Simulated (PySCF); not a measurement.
# How far are cheaper levels from CCSD(T)/CBS for RbSr?

PySCF; the state is a doublet (σ ↑). The composite is CCSD(T) extrapolated to the basis-set limit from two correlation-consistent sets, with core-valence (CV) and scalar-relativistic (SR) terms as its label shows; it has no spin–orbit coupling and nothing beyond (T). Here it is CCSD(T)/CBS(DT). It gives Re = 4.624 Å, ωe = 40.3 cm⁻¹ and De = 0.13 eV to Rb + Sr.

```csv
level,basis,relativity,Re (Å),ωe (cm⁻¹),De (eV)
ROHF-MP2,def2-SVPD,scalar-relativistic core potentials,5.159,25.4,0.10
ROHF-SCS-MP2,def2-SVP,scalar-relativistic core potentials,5.267,22.8,0.07
ROHF-SCS-MP2,def2-SVPD,scalar-relativistic core potentials,5.247,23.3,0.08
PBE,def2-SVPD,scalar-relativistic core potentials,4.645,43.6,0.19
revPBE,def2-SVP,scalar-relativistic core potentials,4.738,41.2,0.16
BP86,def2-SVP,scalar-relativistic core potentials,4.684,40.3,0.15
r²SCAN,def2-SVPD,scalar-relativistic core potentials,4.718,43.1,0.21
B3LYP,def2-SVPD,scalar-relativistic core potentials,4.817,33.9,0.08
PBE0,def2-SVPD,scalar-relativistic core potentials,4.689,42.2,0.17
B2PLYP,def2-SVPD,scalar-relativistic core potentials,4.957,28.8,0.07
```

Task: Give the difference of each row from the composite.

Result: 

```tsv
level	basis	ΔRe (pm)	Δωe (%)	ΔDe (eV)
ROHF-MP2	def2-SVPD	+53.5	-37.0	-0.03
ROHF-SCS-MP2	def2-SVP	+64.3	-43.4	-0.06
ROHF-SCS-MP2	def2-SVPD	+62.3	-42.2	-0.05
PBE	def2-SVPD	+2.1	+8.2	+0.06
revPBE	def2-SVP	+11.4	+2.2	+0.03
BP86	def2-SVP	+6.0	+0.0	+0.02
r²SCAN	def2-SVPD	+9.4	+6.9	+0.08
B3LYP	def2-SVPD	+19.3	-15.9	-0.05
PBE0	def2-SVPD	+6.5	+4.7	+0.04
B2PLYP	def2-SVPD	+33.3	-28.5	-0.06
```

Task: Which rows come closest in De?

Result: ROHF-MP2 in def2-SVPD (-0.03 eV); revPBE in def2-SVP (+0.03 eV); BP86 in def2-SVP (+0.02 eV), counted from the composite.

Correlated steps freeze the inner cores (0 to 28 orbitals); shallow outer-core shells are correlated. The bond is weak. Basis-set superposition, not corrected here, can be much of De in a small basis, most of all at correlated wavefunction levels. Functionals without a dispersion term scatter widely for such bonds, and LDA overbinds them. Spin–orbit coupling is left out. B2PLYP dipoles, levels and charges come from its SCF part alone. The state is the lowest determinant that a PBE0 search found; another state may lie lower at other levels.
